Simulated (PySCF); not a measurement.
The multiplicity is imposed and other spin states were not computed.

## [Hf(F)3(N(CH3)2)] (charge 0, multiplicity 1)

The numbers are results of TPSSh-D3(BJ)/def2-TZVP // PBE-D3(BJ)/def2-SVP (PySCF), not measurements.

The HOMO is -6.30 eV, the dipole moment is 2.45 D and the LUMO comes out as -0.91 eV. The HOMO–LUMO gap is 5.39 eV and the charge on the central atom (Mulliken) is 1.52 e. The total energy comes out as -13132.46 eV. The cost is roughly 8 core-minutes.

```xyz
13

Hf    -0.1594     0.2268     0.1605
F     -1.1553    -0.6007     1.5916
F     -1.1702     0.7405    -1.4012
F      1.3014    -0.9256    -0.3632
N      0.6703     1.9149     0.9128
C      1.0454     3.0472     0.0812
C      1.0564     2.0497     2.3083
H      0.5730     3.9937     0.4366
H      2.1496     3.2090     0.0703
H      0.7187     2.8932    -0.9692
H      2.1613     2.1534     2.4271
H      0.5846     2.9433     2.7817
H      0.7378     1.1622     2.8953
```
